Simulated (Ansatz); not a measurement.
The same path of C2H6OSSi (11 atoms, charge 0, multiplicity 1) was run twice with different band settings. The coordinate that changes most is the dihedral S3–C2–Si4–O5.

These are results of RKS PBE0-D4/STO-3G in Ansatz, not measurements.

Relaxed end points:

```xyz
11
Properties=species:S:1:pos:R:3
C 0.194 -0.550 1.602
C 0.128 -0.583 0.073
S 0.362 -1.925 -0.809
Si -0.244 1.010 -0.881
O -0.218 0.499 -2.506
H 0.961 0.167 1.934
H 0.426 -1.535 2.028
H -0.767 -0.205 2.016
H 0.759 2.018 -0.594
H -1.531 1.549 -0.485
H -0.005 -0.503 -2.358
```

```xyz
11
Properties=species:S:1:pos:R:3
C -0.229 -0.897 1.271
C 0.770 -0.476 0.178
S 2.154 -1.270 -0.079
Si 0.216 1.051 -0.793
O -1.391 0.891 -1.372
H -0.319 -0.105 2.032
H 0.077 -1.825 1.772
H -1.233 -1.040 0.842
H 1.165 1.280 -1.865
H 0.182 2.199 0.085
H -1.328 0.137 -2.051
```

Common settings: movable images 7; climbing image yes; spring 5.0 eV/Å²; optimiser quadratic models (default); start path IDPP; end points relaxed.

| run | force threshold | iteration limit |
| --- | --- | --- |
| 1 | 0.05 eV/Å | 43 |
| 2 | 0.2 eV/Å | 55 |

What does each run give, and how far can it be trusted?

Run 1: converged after 6 iterations, highest image 0.169 eV above the first end. A vibrational analysis at the climbing image gives no mode beyond 40i cm⁻¹: the surface is too flat there to confirm a saddle point.
Run 2: converged after 4 iterations, highest image 0.174 eV above the first end. The threshold of 0.2 eV/Å is loose, so the images may lie well off the minimum-energy path. The order of the point at the top wasn't checked.
Limits of this set-up: minimal basis.
